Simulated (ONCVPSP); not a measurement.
iodine: from the effect back to the setting (ONCV)

Base potential:

* Element: I (Z = 53)
* Generator: ONCVPSP 4.0.1
* Type: optimised norm-conserving Vanderbilt (ONCV)
* Functional: PBE
* Relativity: scalar-relativistic
* Frozen core: [Kr] 4d10
* Valence charge: 7
* Reference configuration: 5s2 5p5
* Partial waves: 5s: rc 1.80 bohr, ncon 5, nbas 10, qcut 3 1/bohr, 2 projectors, debl 3 Ha; 5p: rc 1.80 bohr, ncon 3, nbas 6, qcut 4.2 1/bohr, 2 projectors, debl 1.3 Ha
* Local potential: polynomial inside 1.50 bohr (lpopt 5, dvloc0 0 Ha)
* Core correction: Teter function, fcfact 3.5, rcfact 1.2

Cutoffs, loose and tight: the cutoffs (Ha) at which the residual kinetic energy of the hardest occupied pseudo-wave falls to 1 and 0.1 mHa per electron. They do not see the model core or the augmentation charge, which bear on the density cutoff. Test errors are all-electron minus pseudo excitation energies from the reference, over the configurations 5s2 5p4; 5s2 5p3; 5s2 5p2; 5s2 5p4.5; variants that change the core or the reference have their own tests.

Only the qcut of the s channel is moved (2 further runs of the sweep failed or gave no value and are left out):

```csv
qcut of the s channel (1/bohr),"cutoff, loose","cutoff, tight",bound ghosts,largest test error (meV)
1.8,80 Ha,93 Ha,none,-59
2.1,79 Ha,92 Ha,none,-59
2.7,73 Ha,90 Ha,none,-60
2.9,67 Ha,88 Ha,none,-60
3.8,13 Ha,48 Ha,none,-61
```

**Question.** One more run gave cutoff, loose: 31 Ha; cutoff, tight: 82 Ha; bound ghosts: none; largest test error (meV): -60. Which value of the qcut of the s channel was used?

**Answer.** 3.3 1/bohr. The loose cutoff moves one way along this sweep, from 80 Ha at 1.8 to 13 Ha at 3.8 1/bohr, which places the run between 2.9 and 3.8 1/bohr.
